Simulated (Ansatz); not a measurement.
Consider the hydrogenolysis of a B–S bond: `FB(S)S` + H₂ → `FBS` + H₂S.

Isolated molecules relaxed with PBE0-D4/def2-TZVP in Ansatz; ΔE leaves out vibrations. CCSD(T)/CBS adds triple-zeta CCSD(T) − MP2 to the extrapolated MP2 energy (def2 sets, frozen cores). This one scheme is used for every species. Functionals use def2-TZVPP. B3LYP here is the variant with VWN-RPA as its local correlation; programs differ in this. HSE06 is defined as in plane-wave codes. Each species was taken in one conformer, which may not be the lowest.

| level | ΔE (kcal/mol) | difference from CCSD(T)/CBS |
| --- | --- | --- |
| LDA (SPW92) | 12.2 | 2.7 |
| PBE-D4 | 11.8 | 2.3 |
| revPBE-D4 | 12.9 | 3.4 |
| BLYP-D4 | 10.7 | 1.2 |
| r2SCAN-D4 | 11.8 | 2.3 |
| B97M-V | 10.8 | 1.3 |
| PBE0-D4 | 10.7 | 1.2 |
| B3LYP-D4 | 9.7 | 0.2 |
| r2SCANh-D4 | 11.3 | 1.8 |
| r2SCAN0-D4 | 10.7 | 1.2 |
| HSE06-D4 | 10.7 | 1.2 |
| BHLYP-D4 | 8.4 | -1.1 |
| CAM-B3LYP-D4 | 8.5 | -1.0 |
| ωB97X-V | 9.3 | -0.2 |
| ωB97M-V | 9.6 | 0.1 |
| B2PLYP | 8.7 | -0.8 |
| PBE-QIDH | 10.0 | 0.5 |
| PBE | 10.5 | 1.0 |
| revPBE | 9.7 | 0.2 |
| BLYP | 7.8 | -1.7 |
| r2SCAN | 11.5 | 2.0 |
| PBE0 | 9.5 | 0.0 |
| B3LYP | 7.4 | -2.1 |
| r2SCANh | 11.0 | 1.5 |
| r2SCAN0 | 10.3 | 0.8 |
| HSE06 | 9.6 | 0.1 |
| BHLYP | 6.4 | -3.1 |
| LC-ωPBE | 8.8 | -0.7 |
| RPA@PBE/def2-TZVPP | 8.1 | -1.4 |
| MP2/def2-SVP | 11.6 | 2.1 |
| CCSD/def2-SVP | 8.5 | -1.0 |
| HF/def2-TZVPP | 3.3 | -6.2 |
| MP2/def2-TZVPP | 11.2 | 1.7 |
| SCS-MP2/def2-TZVPP | 9.2 | -0.3 |
| CCSD/def2-TZVPP | 7.6 | -1.9 |
| HF/def2-QZVPP | 3.0 | -6.5 |
| MP2/def2-QZVPP | 11.3 | 1.8 |
| HF/CBS(def2) | 3.0 | -6.5 |
| MP2/CBS(def2) | 11.7 | 2.2 |
| CCSD/CBS(def2) | 8.1 | -1.4 |
| CCSD(T)/CBS | 9.5 | 0 |

Largest T1 diagnostic among the species: 0.014.

Leaving LDA and LC-ωPBE aside and taking each functional with its dispersion term where it has one, the values spread over 4.5 kcal/mol, from BHLYP-D4 to revPBE-D4. LDA lies +1.7 kcal/mol from PBE without D4. From r2SCAN to r2SCAN0 (25 % exact exchange), in def2-TZVPP and without D4, ΔE moves by −1.1 kcal/mol. In def2-TZVPP, CCSD(T) changes the Hartree–Fock value by +5.7 kcal/mol (the triples alone add +1.4 kcal/mol) and MP2 by +7.9 kcal/mol.
